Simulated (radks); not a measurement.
The numbers below are computed, except where a source is named.
Neutral xenon inside a hard spherical wall (all orbitals vanish at R), configuration held at [Xe] and not refilled when levels cross. Code: a radial shooting solver on a logarithmic mesh with Libxc functionals. Model: scalar-relativistic Kohn-Sham, LDA (Slater exchange, VWN5 correlation), spin-unpolarised, spherical densities, point nucleus. Eigenvalues in eV, with the zero of energy where the potential of the charges vanishes at infinity; a dash marks a level that is unbound or too diffuse for the functional's potential to be trusted. A positive occupied level is held by the wall or, in an anion where self-interaction has pushed it up, behind a barrier. The pressure on the wall is -dE/dV.

R (bohr),E (hartree),kinetic (hartree),e(4p),e(4d),e(5s),e(5p),"e(6s, empty)","e(5d, empty)",pressure (GPa)
free,-7441.38400,7823.612,-141.03,-59.455,-19.986,-8.385,-0.498,-,0
20,-7441.38400,7823.612,-141.03,-59.455,-19.986,-8.385,-0.492,0.905,< 0.0001
15,-7441.38400,7823.612,-141.03,-59.455,-19.986,-8.385,-0.452,1.243,< 0.0001
12,-7441.38400,7823.612,-141.03,-59.455,-19.985,-8.385,-0.330,1.552,< 0.0001
7,-7441.38033,7823.648,-140.84,-59.274,-19.836,-8.239,1.879,3.256,0.274
6,-7441.36646,7823.758,-140.40,-58.832,-19.482,-7.880,4.210,4.522,1.78
5,-7441.29899,7824.202,-138.97,-57.428,-18.388,-6.701,9.722,7.258,12.7
4,-7440.95134,7826.070,-134.60,-53.168,-15.020,-2.790,24.524,14.230,106
3,-7438.92759,7834.720,-121.78,-40.832,-3.219,11.624,71.509,36.076,1170
2,-7422.73324,7892.266,-79.289,0.492,60.931,87.436,272.53,133.15,25300
